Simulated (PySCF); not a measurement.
Gas-phase reaction: 2 CH3GeH3 = Ge2H6 + CH4 + CH2

Method: PySCF energies plus ideal-gas RRHO corrections (1 bar). † marks an energy on the PBE0/def2-TZVP geometry and frequencies; other levels use their own. 6-31G* has spherical d functions here. Open shells (unrestricted): CH2 (multiplicity 3); the rest are closed-shell singlets. B3LYP is the form with VWN-RPA correlation. Ge: all electrons, no relativistic terms. The harmonic model lacks anharmonicity and excited electronic states, which grow with temperature; levels with a mode under 35 cm⁻¹ are left out. Internal rotation in CH3GeH3, Ge2H6 is treated as a harmonic vibration of one conformer, which makes the entropy rough.

```json
[
 {"level": "B3LYP/6-31G*", "ΔE electronic, kJ": "393", "ΔH°(298 K), kJ": "374", "ΔS°(298 K), J/K": "143", "ΔG°(2000 K), kJ": "89"},
 {"level": "B3LYP/def2-TZVP†", "ΔE electronic, kJ": "393", "ΔH°(298 K), kJ": "373", "ΔS°(298 K), J/K": "143", "ΔG°(2000 K), kJ": "90"},
 {"level": "BLYP/def2-TZVP†", "ΔE electronic, kJ": "388", "ΔH°(298 K), kJ": "368", "ΔS°(298 K), J/K": "143", "ΔG°(2000 K), kJ": "85"},
 {"level": "HF/6-31G*", "ΔE electronic, kJ": "263", "ΔH°(298 K), kJ": "242", "ΔS°(298 K), J/K": "144", "ΔG°(2000 K), kJ": "-46"},
 {"level": "HF/def2-TZVP†", "ΔE electronic, kJ": "270", "ΔH°(298 K), kJ": "251", "ΔS°(298 K), J/K": "143", "ΔG°(2000 K), kJ": "-33"},
 {"level": "PBE/def2-TZVP†", "ΔE electronic, kJ": "406", "ΔH°(298 K), kJ": "387", "ΔS°(298 K), J/K": "143", "ΔG°(2000 K), kJ": "103"},
 {"level": "PBE0/def2-QZVP†", "ΔE electronic, kJ": "400", "ΔH°(298 K), kJ": "381", "ΔS°(298 K), J/K": "143", "ΔG°(2000 K), kJ": "97"},
 {"level": "PBE0/def2-TZVP", "ΔE electronic, kJ": "401", "ΔH°(298 K), kJ": "381", "ΔS°(298 K), J/K": "143", "ΔG°(2000 K), kJ": "98"},
 {"level": "r2SCAN/def2-TZVP†", "ΔE electronic, kJ": "385", "ΔH°(298 K), kJ": "365", "ΔS°(298 K), J/K": "143", "ΔG°(2000 K), kJ": "82"},
 {"level": "LDA/def2-TZVP†", "ΔE electronic, kJ": "476", "ΔH°(298 K), kJ": "456", "ΔS°(298 K), J/K": "143", "ΔG°(2000 K), kJ": "172"},
 {"level": "ωB97X-V/def2-TZVP†", "ΔE electronic, kJ": "423", "ΔH°(298 K), kJ": "404", "ΔS°(298 K), J/K": "143", "ΔG°(2000 K), kJ": "120"}
]
```
ΔH° is lowest at HF/6-31G* and highest at LDA/def2-TZVP†. No reference value is set beside these.
